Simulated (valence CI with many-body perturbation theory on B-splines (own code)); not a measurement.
Results of a calculation; reference values are marked as such.
From CI to CI+MBPT in Sn45+

Method: valence CI with perturbative core correlation (CI+MBPT): three valence electrons over a frozen Dirac-Fock core [He], radial functions for each j: 11 s, 11 p, 9 d, 7 f, 5 g, 2 h, 1 i, with the one-electron correlation potential Σ1 (screened to all orders), the two-electron term Σ2, the three-electron term Σ3, Breit, model QED; selected single and double excitations, second order for the rest (own B-spline code, finite nucleus).

No measured spectrum was set against this ion. As an estimate, large intervals hold to a few tenths of a per cent, small ones and those within an open d or f shell to about a per cent.

Each rung adds one term. CI alone is the Dirac-Coulomb CI over the frozen core; QED comes last and gives the full result, which names the levels. Energies are above (2s^2 2p1/2) J=1/2 on the same rung, in Ry.

Levels are named by their leading jj configuration (3d3/2^4 stands for four electrons in 3d with j = 3/2), which in mixed levels can hold well under half, so a name can repeat and another be missing. Letters in brackets count levels of one name in rising energy.

```tsv
Level	CI alone	Σ1	Σ2	Σ3	Breit	QED	Full
(2s 2p1/2^2) J=1/2	10.67	-0.018	-0.005	-0.001	+0.372	-0.338	10.68
(2s^2 2p3/2) J=3/2	19.10	+0.006	0.000	0.000	-0.344	+0.029	18.80
(2s 2p1/2 2p3/2) J=3/2 [a]	26.57	-0.012	-0.003	+0.001	+0.024	-0.303	26.27
(2s 2p1/2 2p3/2) J=5/2	28.94	-0.012	-0.005	-0.001	-0.202	-0.303	28.42
(2s 2p1/2 2p3/2) J=3/2 [b]	32.22	-0.012	-0.013	-0.003	-0.094	-0.305	31.80
(2s 2p1/2 2p3/2) J=1/2	32.20	-0.012	-0.021	-0.003	+0.051	-0.307	31.91
(2p1/2^2 2p3/2) J=3/2	43.75	-0.030	-0.027	-0.004	+0.319	-0.638	43.37
(2s 2p3/2^2) J=5/2	47.13	-0.006	-0.004	-0.001	-0.433	-0.268	46.41
(2s 2p3/2^2) J=1/2	51.85	-0.006	-0.006	-0.004	-0.211	-0.269	51.36
(2s 2p3/2^2) J=3/2	52.12	-0.006	-0.021	-0.004	-0.376	-0.271	51.44
(2p1/2 2p3/2^2) J=3/2	60.75	-0.024	-0.026	-0.003	+0.002	-0.611	60.09
(2p1/2 2p3/2^2) J=5/2	62.32	-0.024	-0.023	-0.003	-0.221	-0.611	61.44
(2p1/2 2p3/2^2) J=1/2	64.61	-0.024	-0.021	-0.004	+0.075	-0.609	64.02
(2p3/2^3) J=3/2	82.09	-0.018	-0.021	-0.004	-0.343	-0.574	81.13
(2s^2 3s) J=1/2	321.14	+0.027	-0.004	-0.003	-0.553	+0.099	320.70
(2s^2 3p1/2) J=1/2	324.89	+0.023	-0.005	-0.003	-0.449	-0.005	324.45
(2s 2p1/2 3s) J=1/2 [a]	328.47	+0.009	-0.003	-0.003	-0.221	-0.230	328.03
(2s 2p1/2 3s) J=3/2	329.41	+0.013	-0.006	-0.003	-0.395	-0.153	328.86
(2s^2 3p3/2) J=3/2	331.01	+0.020	-0.006	-0.003	-0.481	-0.070	330.47
(2s 2p1/2 3s) J=1/2 [b]	331.09	+0.009	-0.005	-0.003	-0.270	-0.233	330.59
(2s 2p1/2 3p1/2) J=1/2 [a]	331.65	+0.005	-0.003	-0.003	-0.117	-0.332	331.20
(2s 2p1/2 3p1/2) J=3/2	332.91	+0.010	-0.007	-0.003	-0.378	-0.220	332.31
(2s^2 3d3/2) J=3/2	333.74	+0.022	-0.006	-0.003	-0.478	-0.110	333.16
(2s 2p1/2 3p1/2) J=1/2 [b]	334.81	+0.005	-0.009	-0.003	-0.155	-0.330	334.32
(2s^2 3d5/2) J=5/2	335.15	+0.027	-0.005	-0.003	-0.642	+0.004	334.53
(2s 2p1/2 3p3/2) J=3/2 [a]	337.87	+0.007	-0.004	-0.003	-0.218	-0.322	337.33
(2s 2p1/2 3p3/2) J=1/2	338.94	+0.004	-0.008	-0.003	-0.237	-0.355	338.34
(2s 2p1/2 3p3/2) J=5/2	339.40	+0.007	-0.008	-0.003	-0.332	-0.319	338.74
(2s 2p1/2 3p3/2) J=3/2 [b]	339.61	+0.007	-0.009	-0.003	-0.309	-0.322	338.97
(2s 2p1/2 3d3/2) J=3/2 [a]	340.10	+0.009	-0.003	-0.003	-0.246	-0.330	339.52
(2s 2p1/2 3d3/2) J=5/2	341.50	+0.009	-0.006	-0.003	-0.354	-0.330	340.82
```

The middle columns are the shifts that each term adds.

Q: How does the ionisation energy move along the ladder, and which term matters most?

A: CI alone 7794.2, + Σ1 7794.6, + Σ2 7794.5, + Σ3 7794.5, + Breit 7785.6, + QED 7785.7 eV. The largest step is Breit, -8.9 eV. NIST lists 7790 ± 4 eV (theoretical).
